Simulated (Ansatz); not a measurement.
Cost and result for the atomization energy of `OCO[SiH3]` (10 atoms, 9 bonds).

```json
{"atom": "O1", "x (Å)": "1.420", "y (Å)": "-0.805", "z (Å)": "1.632"}
{"atom": "C2", "x (Å)": "0.359", "y (Å)": "-0.137", "z (Å)": "1.051"}
{"atom": "O3", "x (Å)": "0.375", "y (Å)": "-0.324", "z (Å)": "-0.342"}
{"atom": "Si4", "x (Å)": "-0.800", "y (Å)": "0.214", "z (Å)": "-1.361"}
{"atom": "H5", "x (Å)": "2.237", "y (Å)": "-0.438", "z (Å)": "1.281"}
{"atom": "H6", "x (Å)": "0.392", "y (Å)": "0.942", "z (Å)": "1.267"}
{"atom": "H7", "x (Å)": "-0.548", "y (Å)": "-0.568", "z (Å)": "1.489"}
{"atom": "H8", "x (Å)": "-0.396", "y (Å)": "-0.208", "z (Å)": "-2.720"}
{"atom": "H9", "x (Å)": "-2.120", "y (Å)": "-0.373", "z (Å)": "-1.001"}
{"atom": "H10", "x (Å)": "-0.919", "y (Å)": "1.698", "z (Å)": "-1.297"}
```

The species carries charge 0 and has multiplicity 1. The structure was optimised at the PBE0-D4/def2-TZVP level. It is one conformer, not always the lowest. Program: Ansatz. All runs use 2 threads of an Arm Neoverse V1 on a shared host. Times are those of one run each, without the atoms' runs, and a repeat can differ threefold. Electronic energies, without spin–orbit coupling; frozen cores. CCSD(T)/CBS adds CCSD(T) − MP2 in def2-TZVPP to the MP2 limit, and its time is that of the two runs behind it. T1 = 0.011. B3LYP takes the VWN-RPA correlation (the form of Gaussian; ORCA's B3LYP/G).

CCSD(T)/CBS is a level of theory with its own doubt, some kJ/mol a heavy atom from the limit and from the frozen cores, so smaller differences don't rank the functionals.

```csv
level,functions,wall time,atomization (kJ/mol),difference from CCSD(T)/CBS,per bond
revPBE-D4/def2-TZVPP,219,2.5 s,3495.4,-64.1,-7.1
PBE0-D4/def2-TZVPP,219,3.5 s,3516.0,-43.5,-4.8
BHLYP-D4/def2-TZVPP,219,3.5 s,3431.9,-127.6,-14.2
CAM-B3LYP-D4/def2-TZVPP,219,3.9 s,3567.3,7.8,0.9
CCSD(T)/def2-SVP,90,4.2 s,3325.6,-233.9,-26.0
B3LYP-D4/def2-TZVPP (with forces),219,5 s,3540.4,-19.1,-2.1
r2SCAN-D4/def2-TZVPP (with forces),219,6 s,3546.0,-13.5,-1.5
B2PLYP/def2-TZVPP,219,6.5 s,3508.3,-51.2,-5.7
ωB97X-V/def2-TZVPP,219,10 s,3560.6,1.1,0.1
ωB97M-V/def2-TZVPP (with forces),219,14 s,3556.9,-2.6,-0.3
MP2/def2-QZVPP,421,26 s,3571.1,11.6,1.3
CCSD(T)/def2-TZVPP,219,2.1 min,3461.3,-98.2,-10.9
CCSD(T)/CBS(def2),–,2.5 min,3559.5,0.0,0.0
```

The D4 term adds +24.3 kJ/mol with B3LYP and +12.7 kJ/mol with PBE0; it sums over pairs of atoms, weighted by their polarisabilities, and B3LYP, whose exchange is more repulsive, gets the larger term. At CCSD(T), def2-SVP lies −233.9 kJ/mol from the extrapolated value and def2-TZVPP −98.2 kJ/mol: correlation converges slowly with the basis, and small sets miss more of it in the bonded molecule than in its fragments. From r2SCAN to r2SCAN0 (25 % exact exchange), in def2-TZVPP and without D4, the atomization energy moves by −63.3 kJ/mol: exact exchange takes away binding that semilocal exchange gives to molecules.
